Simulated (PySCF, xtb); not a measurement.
Cl₃Si, SMILES Cl[Si](Cl)Cl (connectivity only; charge and spin as stated), charge +1, multiplicity 1.

Harmonic wavenumbers (cm⁻¹) from GFN2-xTB run with xtb 6.7.1 at its own minimum, in rising order: 138, 138, 245, 446, 695, 695.

**Question.** What does PBE0-D3(BJ)/def2-SVP (PySCF) give at its own minimum? (The exact figures need the calculation; the answer reports its results.)

**Answer.** 181, 181, 235, 460, 761, 761. Paired by order, the mean absolute difference is 40 cm⁻¹ and the zero-point energies are 3.4 and 3.7 kcal/mol.
